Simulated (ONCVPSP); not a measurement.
Pseudopotential generation for Eu: ONCV, PBE, scalar-relativistic.

ONCVPSP 4.0.1 was run on this input:

```
# ATOM AND REFERENCE CONFIGURATION
# atsym  z   nc   nv     iexc    psfile
  Eu 63.00   10    4        4      upf
#
#   n    l    f
    1    0    2.00
    2    0    2.00
    2    1    6.00
    3    0    2.00
    3    1    6.00
    3    2   10.00
    4    0    2.00
    4    1    6.00
    4    2   10.00
    4    3    6.00
    5    0    2.00
    5    1    6.00
    5    2    1.00
    6    0    2.00
#
# PSEUDOPOTENTIAL AND OPTIMIZATION
# lmax
    2
#
#   l,   rc,      ep,       ncon, nbas, qcut
    0    2.55    0.00    4    8    4.70
    1    2.40    0.00    3    6    6.40
    2    2.75    0.00    3    8    5.90
#
# LOCAL POTENTIAL
# lloc, lpopt,  rc(5),   dvloc0
    4    5    1.95    2.00
#
# VANDERBILT-KLEINMAN-BYLANDER PROJECTORs
# l, nproj, debl
    0    2    3.10
    1    2    1.50
    2    2    0.60
#
# MODEL CORE CHARGE
# icmod, fcfact, rcfact
    2    0.25    1.15
#
# LOG DERIVATIVE ANALYSIS
# epsh1, epsh2, depsh
   -3.00    5.00    0.02
#
# OUTPUT GRID
# rlmax, drl
    6.00    0.01
#
# TEST CONFIGURATIONS
# ncnf
    4
# nvcnf
#   n    l    f
    4
    5    0    2.00
    5    1    6.00
    5    2    1.00
    6    0    1.00
#
    4
    5    0    2.00
    5    1    6.00
    5    2    1.00
    6    0    0.00
#
    4
    5    0    2.00
    5    1    6.00
    5    2    0.00
    6    0    0.00
#
    4
    5    0    1.00
    5    1    6.00
    5    2    1.00
    6    0    2.00
#
```

Command:

```bash
oncvpsp.x < Eu.dat > Eu.out
```

Output (shortened: citation, most of the input echo, consistency checks and plot data are left out):

```
ONCVPSP  (Optimized Norm-Conservinng Vanderbilt PSeudopotential)
scalar-relativistic version 4.0.1

#   n    l    f        energy (Ha)
    1    0    2.00    -1.7778475E+03
    2    0    2.00    -2.9215395E+02
    2    1    6.00    -2.6030477E+02
    3    0    2.00    -6.4513858E+01
    3    1    6.00    -5.4604160E+01
    3    2   10.00    -4.1361245E+01
    4    0    2.00    -1.3015677E+01
    4    1    6.00    -9.7510800E+00
    4    2   10.00    -5.2029093E+00
    4    3    6.00    -3.0734117E-01
    5    0    2.00    -1.7721844E+00
    5    1    6.00    -9.7881682E-01
    5    2    1.00    -9.6990069E-02
    6    0    2.00    -1.4919075E-01

Reference configufation results
  iterations    32
  all-electron total energy (Ha)   -1.08439384D+04

Begin loop to  construct optimized pseudo wave functions
and semi-local pseudopoentials for all angular momenta

Calculating optimized projector #   1

 for l=   0

    Fraction of norm inside rc  0.984794
    Optimizing pswf for qcut=   4.71 a_B^-1,  ecut=  11.07 Ha
    Residual kinetic energy error=  1.79D-06 Ha

    Energy error per electron        Cutoff
         Ha          eV             Ha
         0.01000     0.27211        2.72
         0.00100     0.02721        5.87
         0.00010     0.00272        8.33
         0.00001     0.00027        9.90

Calculating optimized projector #   2

 for l=   0

    Fraction of norm inside rc  0.118086
    Optimizing pswf for qcut=   4.71 a_B^-1,  ecut=  11.07 Ha
    Residual kinetic energy error=  7.46D-06 Ha

    Energy error per electron        Cutoff
         Ha          eV             Ha
         0.01000     0.27211        2.31
         0.00100     0.02721        6.30
         0.00010     0.00272        8.86
         0.00001     0.00027       11.40

   Wellstate for l =  1  n =  7
     eigenvalue =   0.5212
     asymptotic potential =   1.0212
     half-point radius =  6.8381

Calculating optimized projector #   1

 for l=   1

    Fraction of norm inside rc  0.916338
    Optimizing pswf for qcut=   6.41 a_B^-1,  ecut=  20.52 Ha
    Residual kinetic energy error=  6.05D-08 Ha

    Energy error per electron        Cutoff
         Ha          eV             Ha
         0.01000     0.27211        4.99
         0.00100     0.02721        7.94
         0.00010     0.00272       13.57
         0.00001     0.00027       16.24

Calculating optimized projector #   2

 for l=   1

    Fraction of norm inside rc  0.083317
    Optimizing pswf for qcut=   6.41 a_B^-1,  ecut=  20.52 Ha
    Residual kinetic energy error=  4.81D-08 Ha

    Energy error per electron        Cutoff
         Ha          eV             Ha
         0.01000     0.27211        4.43
         0.00100     0.02721        6.30
         0.00010     0.00272       12.91
         0.00001     0.00027       15.86

   Wellstate for l =  2  n =  6
     eigenvalue =   0.5030
     asymptotic potential =   1.0030
     half-point radius =  5.0559

Calculating optimized projector #   1

 for l=   2

    Fraction of norm inside rc  0.563644
    Optimizing pswf for qcut=   5.90 a_B^-1,  ecut=  17.41 Ha
    Residual kinetic energy error=  1.26D-09 Ha

    Energy error per electron        Cutoff
         Ha          eV             Ha
         0.01000     0.27211        5.82
         0.00100     0.02721        8.24
         0.00010     0.00272       10.41
         0.00001     0.00027       12.32

Calculating optimized projector #   2

 for l=   2

    Fraction of norm inside rc  0.232871
    Optimizing pswf for qcut=   5.90 a_B^-1,  ecut=  17.41 Ha
    Residual kinetic energy error=  9.87D-10 Ha

    Energy error per electron        Cutoff
         Ha          eV             Ha
         0.01000     0.27211        6.32
         0.00100     0.02721        8.61
         0.00010     0.00272       10.70
         0.00001     0.00027       12.60

Construct Vanderbilt / Kleinmman-Bylander projectors

B matrix Hermiticity error, ll=   0
   1   2    1.2966E-04

  Orthonormal projector coefficients  2.0439E+00 -2.2968E-01

B matrix Hermiticity error, ll=   1
   1   2   -1.1092E-04

  Orthonormal projector coefficients  1.3305E+00 -4.3229E-01

B matrix Hermiticity error, ll=   2
   1   2    3.8091E-05

  Orthonormal projector coefficients -3.4033E-01  1.4839E-01

Model core correction analysis
  based on d2Exc/dn_idn_j

d2excae - all-electron derivatives

   -2.633787D-02   -2.303937D-02   -8.543211D-03   -1.555998D-03
   -2.303934D-02   -2.327508D-02   -1.216594D-02   -2.599761D-03
   -8.543044D-03   -1.216584D-02   -1.758748D-02   -1.492334D-02
   -1.555669D-03   -2.599021D-03   -1.491939D-02   -2.481812D-02

d2excps - pseudofunction derivatives with no core correction

   -4.400866D-02   -2.953078D-02   -9.539064D-03   -3.099265D-03
   -2.953138D-02   -2.857924D-02   -1.374097D-02   -3.118935D-03
   -9.538903D-03   -1.374087D-02   -1.870887D-02   -1.535799D-02
   -3.099949D-03   -3.118144D-03   -1.535382D-02   -2.533362D-02

rms 2nd derivative error    5.237051E-03

amplitude prefactor, scale prefactor
    2.6130    1.4741

d2excps - pseudofunction derivatives with core correction

   -2.851501D-02   -2.226498D-02   -8.279586D-03   -2.001872D-03
   -2.226486D-02   -2.363047D-02   -1.264292D-02   -2.714851D-03
   -8.279349D-03   -1.264286D-02   -1.823667D-02   -1.522791D-02
   -2.001535D-03   -2.714049D-03   -1.522363D-02   -2.518571D-02

rms 2nd derivative error    6.993668E-04

Pseudoatom total energy  -36.898780

Diagnostic tests using Vanderbilt-Kleinman-Bylander pseudopotentials
  1 or more projectors used as specified by nproj input data

   l    rcore       rmatch      e in        delta e   norm test  slope test

   0   2.5547510   2.6323188  -1.7721844   0.0000006   1.0001767   1.0001639
   0   2.5547510   2.6323188  -0.1491907   0.0000004   1.0000118   1.0000092

   1   2.4064053   2.4794690  -0.9788168  -0.0000012   1.0001018   1.0001026
   1   2.4064053   2.4794690   0.5211832   0.0000203   1.0001350   1.0001350

   2   2.7613556   2.8451963  -0.0969901  -0.0000001   1.0000330   1.0000328
   2   2.7613556   2.8451963   0.5030099   0.0000027   1.0001228   1.0001228

 Testing for bound ghosts
   n   l    E NL Schr. Eq   E Basis Diag.   E Cutoff

   1   0       -1.772184       -1.772184     40.70
   2   0       -0.149190       -0.138906     40.70

   2   1       -0.978818       -0.978805     26.97

   3   2       -0.096990       -0.095179     45.13

 Testing for highly-localized positive-energy ghosts
       l    <radius>/rc     E Basis Diag.   E Cutoff

Test configuration 0

   n   l     f        eae           eps        diff
   1   0  2.0000-1777.84751242
   2   0  2.0000 -292.15395166
   2   1  6.0000 -260.30477157
   3   0  2.0000  -64.51385757
   3   1  6.0000  -54.60415975
   3   2 10.0000  -41.36124464
   4   0  2.0000  -13.01567717
   4   1  6.0000   -9.75108000
   4   2 10.0000   -5.20290934
   4   3  6.0000   -0.30734117
   5   0  2.0000   -1.77218436   -1.77218379    5.74D-07
   5   1  6.0000   -0.97881682   -0.97881801   -1.19D-06
   5   2  1.0000   -0.09699007   -0.09699018   -1.11D-07
   6   0  2.0000   -0.14919075   -0.14919030    4.44D-07

    Total energies and differences
      AE_ref= -1.08439384D+04  AE_tst= -1.08439384D+04  dif=  0.00D+00
      PS_ref= -3.68987800D+01  PS_tst= -3.68987800D+01  dif=  1.42D-14
      PSP excitation error= -1.42D-14

Test configuration 1

   n   l     f        eae           eps        diff
   1   0  2.0000-1778.07952474
   2   0  2.0000 -292.38484562
   2   1  6.0000 -260.53573343
   3   0  2.0000  -64.74442391
   3   1  6.0000  -54.83473441
   3   2 10.0000  -41.59181025
   4   0  2.0000  -13.24631383
   4   1  6.0000   -9.98172770
   4   2 10.0000   -5.43352224
   4   3  6.0000   -0.53774882
   5   0  2.0000   -2.00278940   -2.00495805   -2.17D-03
   5   1  6.0000   -1.20909878   -1.21012108   -1.02D-03
   5   2  1.0000   -0.31091618   -0.31101967   -1.03D-04
   6   0  1.0000   -0.33615812   -0.33604276    1.15D-04

    Total energies and differences
      AE_ref= -1.08439384D+04  AE_tst= -1.08436977D+04  dif=  2.41D-01
      PS_ref= -3.68987800D+01  PS_tst= -3.66580659D+01  dif=  2.41D-01
      PSP excitation error= -2.71D-05

Test configuration 2

   n   l     f        eae           eps        diff
   1   0  2.0000-1778.35256288
   2   0  2.0000 -292.65621799
   2   1  6.0000 -260.80722015
   3   0  2.0000  -65.01492854
   3   1  6.0000  -55.10525643
   3   2 10.0000  -41.86237294
   4   0  2.0000  -13.51693838
   4   1  6.0000  -10.25239879
   4   2 10.0000   -5.70419211
   4   3  6.0000   -0.80785030
   5   0  2.0000   -2.27289740   -2.27920679   -6.31D-03
   5   1  6.0000   -1.47733970   -1.48047071   -3.13D-03
   5   2  1.0000   -0.55729178   -0.55774383   -4.52D-04

    Total energies and differences
      AE_ref= -1.08439384D+04  AE_tst= -1.08432591D+04  dif=  6.79D-01
      PS_ref= -3.68987800D+01  PS_tst= -3.62196349D+01  dif=  6.79D-01
      PSP excitation error=  1.48D-04

Test configuration 3

psatom: WARNING lschvkbb convergence error n,l,iter=   3   2   4
ea(ii),et,emin,emax -1.049148E-01 -1.154063E-01 -1.154063E-01 -1.154063E-01
run_config: WARNING for fully non-local PS atom, stg. 1
 WARNING no output for configuration 4

Test configuration 4

   n   l     f        eae           eps        diff
   1   0  2.0000-1778.32969158
   2   0  2.0000 -292.62292548
   2   1  6.0000 -260.77485864
   3   0  2.0000  -64.97243763
   3   1  6.0000  -55.06293933
   3   2 10.0000  -41.82079563
   4   0  2.0000  -13.47590344
   4   1  6.0000  -10.21193296
   4   2 10.0000   -5.66356279
   4   3  6.0000   -0.75533117
   5   0  1.0000   -2.19199026   -2.23820050   -4.62D-02
   5   1  6.0000   -1.37651450   -1.39803586   -2.15D-02
   5   2  1.0000   -0.41495177   -0.41894162   -3.99D-03
   6   0  2.0000   -0.38846948   -0.39156536   -3.10D-03

    Total energies and differences
      AE_ref= -1.08439384D+04  AE_tst= -1.08419637D+04  dif=  1.97D+00
      PS_ref= -3.68987800D+01  PS_tst= -3.49005738D+01  dif=  2.00D+00
      PSP excitation error= -2.35D-02
```

The run took about 4.4 s on one core of a shared server CPU.
